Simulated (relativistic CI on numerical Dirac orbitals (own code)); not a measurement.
# Spin-allowed bands of a d2 ion in an octahedral site, by hand

Problem. Take Δ = 17000 cm⁻¹ and B = 650 cm⁻¹ for a d2 ion in an octahedral site. Calculate the three spin-allowed bands.

Working.
1. The terms of highest spin are 3F (energy 0) and 3P (15B = 9750 cm⁻¹). Here the F term splits into A2 at +1.2Δ = 20400, T2 at +0.2Δ = 3400 and T1 at −0.6Δ = -10200 cm⁻¹.
2. The two T1 states mix through the element 0.4Δ: H = [[-10200, 6800], [6800, 9750]], with roots ½(H₁₁ + H₂₂) ∓ ½√[(H₂₂ − H₁₁)² + 4H₁₂²] = ½(-450) ∓ ½(24145) = -12297 and 11847 cm⁻¹.
3. The ground term is 3T1 at -12297 cm⁻¹.
4. Bands: 3T2 15697 cm⁻¹ (637 nm), 3T1(P) 24145 cm⁻¹ (414 nm), 3A2 32697 cm⁻¹ (306 nm).

Check. Exact diagonalisation of the whole d2 shell with these parameters gives 3T2 15697, 3T1 24145, 3A2 32697 cm⁻¹. The match is exact, since without spin-orbit coupling no other term has this spin. The ratio of the second band to the first, 1.538, depends on Δ/B = 26.2 alone, which is how a Tanabe-Sugano diagram is read.
